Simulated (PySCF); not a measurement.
Electrostatic solvation of a mixed set.

Level: PBE0/def2-SVPD in PySCF, non-relativistic, each on one gas-phase PBE0-D3(BJ)/def2-SVP geometry that isn't relaxed in the solvent. The solvent is an IEF-PCM continuum (van der Waals radii × 1.2). Specific hydrogen bonds and non-electrostatic terms are outside this model. Spin–orbit coupling is left out although an atom past zinc is present.

Question: Order them by E(solvent) − E(gas) in dimethylsulfoxide (ε = 46.83), most negative first (kJ/mol).
A. `[CH3:1][CH2:2][N:3]([SiH3:4])[GeH3:5]` with C1–C2–N3–Si4 92°
B. `[CH3:1][CH2:2][GeH2:3][NH:4][SiH3:5]` with C1–C2–Ge3–N4 53°, C2–Ge3–N4–Si5 64°
C. `[CH3:1][N:2]([CH3:3])[SiH2:4][GeH3:5]` with C1–N2–Si4–Ge5 158°
D. `[CH3:1][GeH2:2][CH2:3][SiH2:4][NH2:5]` with C1–Ge2–C3–Si4 62°, Ge2–C3–Si4–N5 53°, C3–Si4–N5–H 72° and -68°
E. `[CH3:1][SiH:2]([CH3:3])[NH:4][GeH3:5]` with C1–Si2–N4–Ge5 -146°

Answer: D (-16.0), E (-9.2), B (-7.5), C (-4.7), A (-3.8).

| SMILES | charge | ΔE (kJ/mol) | polarisation term (kJ/mol) | HOMO shift (eV) | dipole gas (D) | dipole solvent (D) | atoms | lowest singlet, gas (eV) | lowest singlet, solvent (eV) |
| --- | --- | --- | --- | --- | --- | --- | --- | --- | --- |
| [CH3][GeH2][CH2][SiH2]N | 0 | -16.0 | -18.2 | +0.07 | 0.85 | 1.19 | 16 | 6.15 | 6.28 |
| C[SiH](C)[NH][GeH3] | 0 | -9.2 | -10.1 | +0.06 | 0.58 | 0.79 | 16 | 5.92 | 6.01 |
| C[CH2][GeH2][NH][SiH3] | 0 | -7.5 | -8.3 | +0.10 | 1.06 | 1.38 | 16 | 5.76 | 5.81 |
| CN(C)[SiH2][GeH3] | 0 | -4.7 | -5.2 | +0.13 | 1.19 | 1.51 | 16 | 5.20 | 5.17 |
| CC[N]([SiH3])[GeH3] | 0 | -3.8 | -4.2 | +0.09 | 0.88 | 1.17 | 16 | 5.56 | 5.57 |

The polarisation term is half the interaction of the solute with the induced surface charges. Singlets are vertical TDDFT energies (frozen core, non-equilibrium response), the lowest in each medium.
